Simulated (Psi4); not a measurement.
hafnium atom (Hf), triplet (core potentials on Hf). Base run: SVWN/def2-SVP (Psi4).

Geometry (Å):
```xyz
1

Hf     0.0000     0.0000     0.0000
```
Charge 0, spin multiplicity 3.
Orbitals are unrestricted.
All else is at Psi4's defaults (density fitting).

The base run was repeated with changes; each row names its change, and settings that it needs were set with it.

| change | E (Eh) | <S^2> |
|---|---|---|
| base | -47.93877 | 2.013 |
| functional = wb97x-v | -47.79736 | 2.054 |
| functional = r2scan | -47.85102 | 2.488 |
| functional = pbe | -47.86474 | 2.043 |
| functional = m06 | -47.81516 | 2.000 |
| functional = tpss | -47.85089 | 2.004 |
| functional = bhhlyp | -47.74096 | 2.114 |
| functional = m11 | -47.72195 | 2.094 |
| functional = pbe0 | -47.82345 | 2.238 |
| functional = tpssh | -47.82358 | 2.275 |
| functional = mn15 | -47.80317 | 2.088 |
| functional = x3lyp | -47.82160 | 2.125 |
| functional = revpbe | -47.90165 | 2.060 |

Absolute energies of different levels of theory aren't comparable as measures of quality.

Open shells are given as the SCF converged; they aren't shown to be the lowest states, and a large step between rows can be another state.
